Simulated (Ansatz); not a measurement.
Consider the atomization: `[CH2][GeH3]`• → C• + Ge• + 5 H•.

Program: Ansatz. Geometries: PBE0-D4/def2-TZVP. ΔE: electronic, gas phase. CBS: MP2 limit from def2 TZ/QZ plus the TZ coupled-cluster correction, frozen cores. This one scheme is used for every species, atoms too. Functionals use def2-TZVPP. Open shells (•) are unrestricted, without spin–orbit coupling. Spin–orbit coupling would lower the free atoms: a little for C; clearly for Ge. For Ge outer-core shells are correlated without core-valence functions, so the limit isn't a true one: a few kJ/mol of doubt a bond, and 10 to 20 or more in all where bonds break to atoms. Scalar relativity is left out up to krypton.

```csv
level,ΔE (kcal/mol)
B97M-V,495.0
PBE0-D4,486.6
r2SCAN0-D4,489.9
BHLYP-D4,483.0
BHLYP,480.4
HF/def2-SVP,374.8
CCSD/def2-SVP,461.9
HF/CBS(def2),372.8
```

What does CCSD(T)/CBS give? (An estimate is asked.)

The calculation gave: +490.0 kcal/mol. The listed levels differ from it by 5.0, -3.4, -0.1, -7.0, -9.6, -115.2, -28.1, -117.2 kcal/mol.

Largest T1 diagnostic among the species: 0.012.

From PBE to PBE0 (25 % exact exchange), in def2-TZVPP and without D4, ΔE moves by −1.1 kcal/mol: exact exchange takes away binding that semilocal exchange gives to molecules. Leaving LDA and LC-ωPBE aside and taking each functional with its dispersion term where it has one, the values, not all of them listed here, spread over 15.2 kcal/mol, from revPBE-D4 to B97M-V. LDA lies +59.5 kcal/mol from PBE without D4, its usual overbinding.

For atomizations the MP2-based limit and the directly extrapolated one differ by several kJ/mol either way, and by 10 to 25 for some Ge, Se and Sn compounds, so smaller differences from it don't rank the levels.
